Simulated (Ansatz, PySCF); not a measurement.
This Ansatz (a quantum-chemistry and plane-wave program) input computes a r2SCAN/def2-TZVPD energy:

Ansatz 0.2 input:
```yaml
crystal:
  periodic: [false, false, false]
  atoms:
    - {symbol: Bi, position_ang: [-0.00000000, -0.00000000, -0.66894047]}
    - {symbol: B, position_ang: [0.00000000, 0.00000000, 1.37460998]}
    - {symbol: B, position_ang: [0.00000000, 0.00000000, 2.98974736]}
    - {symbol: O, position_ang: [0.00000000, 0.00000000, 4.21253402]}
basis:
  gaussian:
    orbitals: def2-TZVPD
hamiltonian:
  xc: {name: r2SCAN}
total_charge: -1
output: {forces: true}
```

Problem. Write an input for the same energy in PySCF and say what it gives.

Solution. 
```python
from pyscf import gto, scf, dft

mol = gto.M(
    atom='''
    Bi   -0.00000000   -0.00000000   -0.66894047
    B     0.00000000    0.00000000    1.37460998
    B     0.00000000    0.00000000    2.98974736
    O     0.00000000    0.00000000    4.21253402
    ''',
    basis='def2-tzvpd',
    ecp='def2-tzvp',
    charge=-1,
    spin=0,
    verbose=4,
)

mf = dft.RKS(mol, xc='r2scan').density_fit(auxbasis='def2-universal-jkfit')
mf.grids.level = 4
mf.conv_tol = 1e-9
mf.max_cycle = 100
mf.max_memory = 1500
mf.kernel()
if not mf.converged:
    mf = mf.newton()
    mf.kernel(mf.make_rdm1())
mf.analyze()
```
It gives -339.73126 Eh, and Ansatz -339.73126 Eh, a difference of 0.00 mEh.

It need not be the lowest isomer of its formula.
